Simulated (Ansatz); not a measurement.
The same path of a periodic cell of 17 atoms, MgAl16 (surface Al(110), adsorbate Mg) was run twice with different band settings. Lost on the way: Al9–Mg17. Made: Al11–Mg17.

Level of theory: DFT PBE, scalar-relativistic, plane waves, PAW (Ansatz). Settings: cutoff 420 eV, k mesh 2x3x1, gaussian smearing 0.05 eV, no spin polarisation.

Relaxed end points:

```xyz
17
Lattice="8.1000 0.0000 0.0000 0.0000 5.7276 0.0000 0.0000 0.0000 16.2957" Properties=species:S:1:pos:R:3
Al 2.025 1.432 1.000
Al 6.075 1.432 1.000
Al 2.025 4.296 1.000
Al 6.075 4.296 1.000
Al 0.009 -0.002 2.248
Al 4.045 0.000 2.249
Al 0.007 2.870 2.249
Al 4.047 2.867 2.249
Al 2.034 1.436 3.593
Al 6.082 1.435 3.729
Al 2.033 4.297 3.698
Al 6.083 4.302 3.721
Al 0.020 -0.012 4.967
Al 4.050 -0.012 4.968
Al 0.013 2.888 4.967
Al 4.058 2.888 4.967
Mg 2.037 1.453 6.414
```

```xyz
17
Lattice="8.1000 0.0000 0.0000 0.0000 5.7276 0.0000 0.0000 0.0000 16.2957" Properties=species:S:1:pos:R:3
Al 2.025 1.432 1.000
Al 6.075 1.432 1.000
Al 2.025 4.296 1.000
Al 6.075 4.296 1.000
Al 0.007 0.006 2.249
Al 4.047 0.003 2.249
Al 0.009 2.861 2.248
Al 4.045 2.864 2.249
Al 2.033 1.434 3.698
Al 6.083 1.438 3.721
Al 2.034 4.300 3.593
Al 6.082 4.299 3.729
Al 0.013 0.024 4.967
Al 4.058 0.024 4.967
Al 0.020 2.852 4.967
Al 4.050 2.852 4.968
Mg 2.037 4.316 6.414
```

Common settings: climbing image yes; spring 5.0 eV/Å²; optimiser quadratic models (default); end points relaxed; atoms held 1 to 4.

| run | movable images | start path | force threshold | iteration limit |
| --- | --- | --- | --- | --- |
| 1 | 5 | IDPP | 0.05 eV/Å | 15 |
| 2 | 3 | default | 0.2 eV/Å | 37 |

Question: What does each run give, and how far can it be trusted?

Answer: Run 1: converged after 5 iterations, highest image 0.223 eV above the first end. The order of the stationary point at the top wasn't checked.
Run 2: converged after 3 iterations, highest image 0.224 eV above the first end. The threshold of 0.2 eV/Å is loose, so the images may lie well off the minimum-energy path. The order of the stationary point at the top wasn't checked.
Limits of this set-up: coarse k mesh, thin slab, slab without dipole correction.
